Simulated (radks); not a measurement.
Results of a calculation; reference values are marked as such.
Numerical settings for the xenon ion Xe+, [Kr] 4d10 5s2 5p5. Level of theory: Dirac Kohn-Sham, PBEsol, spin-unpolarised, spherical densities, point nucleus; open shells fill j = l - 1/2 first (a radial shooting solver on a logarithmic mesh with Libxc functionals). The defaults (mesh step 0.008 in ln r, mesh end at 40 bohr or more with all orbitals vanishing there, Anderson mixing 0.5 over 9 steps, residual threshold near 1e-9 with the energy settled to 1e-9 hartree or 1e-11 of itself, here a cap of 50 iterations) give E = -7446.7759 hartree and 5p3/2 at -16.542 eV in 13 iterations. Run on one thread of a shared host, so times are rough (Arm Neoverse V2): 0.12 s of CPU time, 0.12 s wall, 13 iterations on 2602 mesh points. One setting is changed at a time: mesh step in ln r 0.03; mesh step in ln r 0.08; mesh step in ln r 0.012; mesh end (bohr) 8; mesh end (bohr) 2; residual threshold 1e-13; residual threshold 0.01; mixing 1.5; linear mixing, mixing 0.5; linear mixing, mixing 0.2; mixing history 3; iteration cap 5. Which runs fail to converge, and which converge to a wrong energy?

Answer. Not converged within the cap: mesh step in ln r 0.08; linear mixing, mixing 0.2; iteration cap 5. Settled on a wrong energy, with an occupied level pushed above zero by the early mesh end: mesh end (bohr) 2 (+15.2 hartree). Apart from these: no run marked as converged misses the energy by more than 1 mhartree.
